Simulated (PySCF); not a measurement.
CF2I (SMILES F[C](F)I), doublet (typed; the unrestricted solution is spin-contaminated), geometry from GFN2-xTB (core potentials on I), with bond 1-2 at 2.0 times its length; PySCF with B3LYP/def2-SVP.

Here is a job for PySCF.
```python
from pyscf import gto, scf, dft

mol = gto.Mole()
mol.atom = '''
    F    -2.609783   -2.114670   -0.464486
    C    -1.271159    0.029734    0.322258
    F    -1.897433    1.116629   -0.100563
    I     0.795624   -0.015959   -0.007329
'''
mol.basis = 'def2-svp'
mol.ecp = {'I': 'def2-svp'}
mol.charge = 0
mol.spin = 1
mol.verbose = 4
mol.build()

mf = dft.UKS(mol)
mf.xc = 'b3lyp'
mf.kernel()
mf.analyze()
```

The log (banner, timings and long lists left out):

```
PySCF version 2.14.0

[INPUT] verbose = 4
[INPUT] num. atoms = 4
[INPUT] num. electrons = 49
[INPUT] charge = 0
[INPUT] spin (= nelec alpha-beta = 2S) = 1
[INPUT] symmetry False subgroup None
[INPUT] Mole.unit = angstrom
[INPUT] Symbol           X                Y                Z      unit          X                Y                Z       unit  Magmom
[...]
nuclear repulsion = 153.480055873083
number of shells = 28
number of NR pGTOs = 133
number of NR cGTOs = 68
basis = def2-svp
ecp = {'I': 'def2-svp'}

******** <class 'pyscf.dft.uks.UKS'> ********
method = UKS
initial guess = minao
damping factor = 0
level_shift factor = 0
DIIS = <class 'pyscf.scf.diis.CDIIS'>
diis_start_cycle = 1
diis_space = 8
diis_damp = 0
SCF conv_tol = 1e-09
SCF conv_tol_grad = None
SCF max_cycles = 50
direct_scf = True
direct_scf_tol = 1e-13
number electrons alpha = 25  beta = 24
XC library pyscf.dft.libxc version 7.1.2
    S. Lehtola, C. Steigemann, M. J. T. Oliveira, and M. A. L. Marques,  SoftwareX 7, 1–5 (2018)
XC functionals = b3lyp
    P. J. Stephens, F. J. Devlin, C. F. Chabalowski, and M. J. Frisch,  J. Phys. Chem. 98, 11623 (1994)
radial grids:
    Treutler-Ahlrichs [JCP 102, 346 (1995); DOI:10.1063/1.469408] (M4) radial grids

becke partition: Becke, JCP 88, 2547 (1988); DOI:10.1063/1.454033
pruning grids: <function nwchem_prune>
grids dens level: 3
symmetrized grids: False
atomic radii adjust function: <function treutler_atomic_radii_adjust>
small_rho_cutoff = 0
Set gradient conv threshold to 3.16228e-05
tot grids = 64600
init E= -504.148662966351

cycle= 1 E= -533.105911331054  delta_E=  -29  |g|=  2.2  |ddm|= 6.09

cycle= 2 E= -526.001961471534  delta_E=  7.1  |g|= 3.34  |ddm|= 6.46
cycle= 3 E= -534.1089345925  delta_E= -8.11  |g|= 1.13  |ddm|= 4.94
cycle= 4 E= -526.764375030934  delta_E= 7.34  |g|= 2.48  |ddm|= 3.45
cycle= 5 E= -534.499673624041  delta_E= -7.74  |g|= 1.01  |ddm|= 3.45
cycle= 6 E= -535.006650270704  delta_E= -0.507  |g|= 0.42  |ddm|= 0.798
cycle= 7 E= -535.100670831101  delta_E= -0.094  |g|= 0.35  |ddm|= 0.904
cycle= 8 E= -535.091761267301  delta_E= 0.00891  |g|= 0.371  |ddm|= 0.363
cycle= 9 E= -535.106893941689  delta_E= -0.0151  |g|= 0.333  |ddm|= 0.0521
cycle= 10 E= -535.155979591064  delta_E= -0.0491  |g|= 0.162  |ddm|= 0.257
cycle= 11 E= -535.165977753191  delta_E= -0.01  |g|= 0.0917  |ddm|= 0.102
cycle= 12 E= -535.171523665387  delta_E= -0.00555  |g|= 0.0176  |ddm|= 0.154
cycle= 13 E= -535.17203438383  delta_E= -0.000511  |g|= 0.00619  |ddm|= 0.0531
cycle= 14 E= -535.172261302009  delta_E= -0.000227  |g|= 0.00641  |ddm|= 0.0326
cycle= 15 E= -535.17261545391  delta_E= -0.000354  |g|= 0.00506  |ddm|= 0.0565
cycle= 16 E= -535.173068144965  delta_E= -0.000453  |g|= 0.00405  |ddm|= 0.111
cycle= 17 E= -535.173142429156  delta_E= -7.43e-05  |g|= 0.00248  |ddm|= 0.0253
cycle= 18 E= -535.173184667726  delta_E= -4.22e-05  |g|= 0.00318  |ddm|= 0.0173
cycle= 19 E= -535.173246448051  delta_E= -6.18e-05  |g|= 0.00156  |ddm|= 0.0298
cycle= 20 E= -535.173278924907  delta_E= -3.25e-05  |g|= 0.00263  |ddm|= 0.0258
cycle= 21 E= -535.173294732935  delta_E= -1.58e-05  |g|= 0.00175  |ddm|= 0.011
cycle= 22 E= -535.173314077403  delta_E= -1.93e-05  |g|= 0.0011  |ddm|= 0.0296
cycle= 23 E= -535.173316157418  delta_E= -2.08e-06  |g|= 0.000412  |ddm|= 0.0105
cycle= 24 E= -535.173316276262  delta_E= -1.19e-07  |g|= 0.000127  |ddm|= 0.000789
cycle= 25 E= -535.173316289631  delta_E= -1.34e-08  |g|= 1.91e-05  |ddm|= 0.000312
cycle= 26 E= -535.173316292465  delta_E= -2.83e-09  |g|= 9.92e-06  |ddm|= 0.000295
cycle= 27 E= -535.173316293092  delta_E= -6.27e-10  |g|= 9.46e-06  |ddm|= 6.32e-05
Extra cycle  E= -535.173316293443  delta_E= -3.52e-10  |g|= 1.37e-05  |ddm|= 4.54e-05
converged SCF energy = -535.173316293443  <S^2> = 0.86815041  2S+1 = 2.1148526
**** SCF Summaries ****
Total Energy =                        -535.173316293443122
Nuclear Repulsion Energy =             153.480055873082875
One-electron Energy =                -1152.348002656392282
Two-electron Energy =                  463.694630489866313
Two-electron Coulomb Energy =          512.142137713966122
DFT Exchange-Correlation Energy =      -48.447507224099787
**** MO energy ****
                             alpha | beta                alpha | beta
[...]
spin_pop of  0 F 1s       -0.00000
spin_pop of  0 F 2s        0.00032
spin_pop of  0 F 3s       -0.00060
spin_pop of  0 F 2px       0.14897
spin_pop of  0 F 2py       0.46142
spin_pop of  0 F 2pz       0.15923
spin_pop of  0 F 3px      -0.00007
spin_pop of  0 F 3py      -0.00007
spin_pop of  0 F 3pz      -0.00001
spin_pop of  0 F 3dxy      0.00005
spin_pop of  0 F 3dyz      0.00005
spin_pop of  0 F 3dz^2     0.00001
spin_pop of  0 F 3dxz      0.00002
spin_pop of  0 F 3dx2-y2    0.00002
spin_pop of  1 C 1s        0.00000
spin_pop of  1 C 2s        0.04618
spin_pop of  1 C 3s        0.00124
spin_pop of  1 C 2px      -0.00062
spin_pop of  1 C 2py      -0.07326
spin_pop of  1 C 2pz       0.18307
spin_pop of  1 C 3px       0.00086
spin_pop of  1 C 3py       0.00133
spin_pop of  1 C 3pz      -0.00143
spin_pop of  1 C 3dxy     -0.00001
spin_pop of  1 C 3dyz     -0.00022
spin_pop of  1 C 3dz^2     0.00029
spin_pop of  1 C 3dxz     -0.00017
spin_pop of  1 C 3dx2-y2    0.00017
spin_pop of  2 F 1s       -0.00000
spin_pop of  2 F 2s        0.00038
spin_pop of  2 F 3s        0.00001
spin_pop of  2 F 2px      -0.00265
spin_pop of  2 F 2py      -0.01273
spin_pop of  2 F 2pz       0.02914
spin_pop of  2 F 3px       0.00014
spin_pop of  2 F 3py      -0.00006
spin_pop of  2 F 3pz       0.00020
spin_pop of  2 F 3dxy     -0.00000
spin_pop of  2 F 3dyz     -0.00004
spin_pop of  2 F 3dz^2     0.00002
spin_pop of  2 F 3dxz     -0.00000
spin_pop of  2 F 3dx2-y2    0.00002
spin_pop of  3 I 4s       -0.00000
spin_pop of  3 I 5s       -0.00073
spin_pop of  3 I 6s        0.00135
spin_pop of  3 I 7s        0.00052
spin_pop of  3 I 4px       0.00002
spin_pop of  3 I 4py       0.00032
spin_pop of  3 I 4pz      -0.00016
spin_pop of  3 I 5px       0.00398
spin_pop of  3 I 5py      -0.00001
spin_pop of  3 I 5pz      -0.00005
spin_pop of  3 I 6px       0.00297
spin_pop of  3 I 6py       0.01257
spin_pop of  3 I 6pz      -0.02054
spin_pop of  3 I 7px       0.05610
spin_pop of  3 I 7py       0.00124
spin_pop of  3 I 7pz       0.00001
spin_pop of  3 I 4dxy     -0.00011
spin_pop of  3 I 4dyz     -0.00024
spin_pop of  3 I 4dz^2     0.00078
spin_pop of  3 I 4dxz     -0.00023
spin_pop of  3 I 4dx2-y2    0.00000
spin_pop of  3 I 5dxy      0.00011
spin_pop of  3 I 5dyz      0.00006
spin_pop of  3 I 5dz^2     0.00082
spin_pop of  3 I 5dxz      0.00036
spin_pop of  3 I 5dx2-y2   -0.00032
In total            25.00000 | 24.00000
Dipole moment(X, Y, Z, Debye):  2.93598,  2.38696,  0.20496
```
